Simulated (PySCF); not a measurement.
## From a computed spectrum to the compound

A species of 5 atoms with charge -1 has these harmonic modes (B3LYP, small Gaussian bases with core potentials, PySCF 2.14.0):

| cm⁻¹ | km/mol | symmetry |
| --- | --- | --- |
| 60 | 0.0 | a2 |
| 176 | 6.7 | b1 |
| 219 | 9.9 | b2 |
| 273 | 1.8 | a1 |
| 305 | 9.7 | a1 |
| 566 | 76.5 | b1 |
| 618 | 118.4 | a1 |
| 930 | 270.1 | b2 |
| 973 | 70.1 | a1 |

Problem. Which species is it, and in which structure?

Solution. [WO2F2]− (doublet):
```xyz
5

W     0.0000    0.0000    0.1013
O     1.0277    1.0277    1.0670
O    -1.0277   -1.0277    1.0670
F     0.8937   -0.8937   -1.3888
F    -0.8937    0.8937   -1.3888
```
Ideal gas at 298.15 K and 1 bar: S = 343.7 J/(mol K), Cp = 83.5 J/(mol K), H − H(0 K) = 18.4 kJ/mol (rigid rotor, harmonic modes, spin degeneracy alone; the modes under 60 cm⁻¹ make these uncertain). Open shells may have lower solutions than the one found.
 The answer isn't unique; the calculation gave this one.
